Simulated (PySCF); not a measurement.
# Two-photon absorption: SMILES S=CB1NBNBN1, CH₆B₃N₃S

Molfile (atoms numbered from 1):
```
CH6B3N3S
     RDKit          3D

 14 14  0  0  0  0  0  0  0  0999 V2000
   -2.2872   -2.7287   -0.6797 S   0  0  0  0  0  0  0  0  0  0  0  0
   -2.1678   -1.2091   -0.1232 C   0  0  0  0  0  0  0  0  0  0  0  0
   -0.7988   -0.4170   -0.0286 B   0  0  0  0  0  0  0  0  0  0  0  0
    0.4149   -1.0260   -0.4462 N   0  0  0  0  0  0  0  0  0  0  0  0
    1.6701   -0.3578   -0.3792 B   0  0  0  0  0  0  0  0  0  0  0  0
    1.6692    0.9775    0.1328 N   0  0  0  0  0  0  0  0  0  0  0  0
    0.4854    1.6415    0.5661 B   0  0  0  0  0  0  0  0  0  0  0  0
   -0.7439    0.9169    0.4739 N   0  0  0  0  0  0  0  0  0  0  0  0
   -3.0940   -0.7045    0.2068 H   0  0  0  0  0  0  0  0  0  0  0  0
    0.3466   -1.9765   -0.7991 H   0  0  0  0  0  0  0  0  0  0  0  0
    2.6935   -0.8911   -0.7376 H   0  0  0  0  0  0  0  0  0  0  0  0
    2.5491    1.4731    0.1903 H   0  0  0  0  0  0  0  0  0  0  0  0
    0.5149    2.7713    0.9950 H   0  0  0  0  0  0  0  0  0  0  0  0
   -1.5969    1.3699    0.7768 H   0  0  0  0  0  0  0  0  0  0  0  0
  1  2  2  0
  2  3  1  0
  3  4  1  0
  4  5  1  0
  5  6  1  0
  6  7  1  0
  7  8  1  0
  8  3  1  0
  2  9  1  0
  4 10  1  0
  5 11  1  0
  6 12  1  0
  7 13  1  0
  8 14  1  0
M  END
```

Method used: PySCF 2.14.0, TDDFT CAM-B3LYP/aug-cc-pVDZ excited states, vertical, gas phase. Geometry: PBE0-D3(BJ)/def2-SVP.

Q: How strongly do the lowest singlets absorb one photon, and two photons of half the energy?

A: δ for parallel linear polarisation; σ at the peak of a Lorentzian of half width 0.1 eV, single beam; Ω is circular over linear.
| state | E (eV) | f | photon λ (nm) | δ (au) | σ (GM) | Ω | main |
| --- | --- | --- | --- | --- | --- | --- | --- |
| S1 | 1.91 | 0.000 | 1298 | 0.43 | 0.00 | 1.50 | HOMO→LUMO 0.98 |
| S2 | 4.98 | 0.094 | 498 | 265 | 2.40 | 0.66 | HOMO−1→LUMO 0.70, HOMO−2→LUMO 0.26 |
| S3 | 5.29 | 0.213 | 469 | 573 | 5.87 | 0.54 | HOMO−2→LUMO 0.69, HOMO−1→LUMO 0.24 |
| S4 | 5.72 | 0.045 | 433 | 171 | 2.05 | 1.49 | HOMO→LUMO+1 0.52, HOMO→LUMO+3 0.23 |
| S5 | 5.77 | 0.002 | 430 | 0.24 | 0.00 | 1.50 | HOMO−5→LUMO 0.61, HOMO−6→LUMO 0.29 |
| S6 | 6.19 | 0.059 | 400 | 64.2 | 0.90 | 1.49 | HOMO→LUMO+3 0.31, HOMO→LUMO+6 0.26 |

Among these, the strongest one-photon state is S3, the strongest two-photon state S3, with a dipole change of 7.2 D (relaxed, norm of the difference vector).
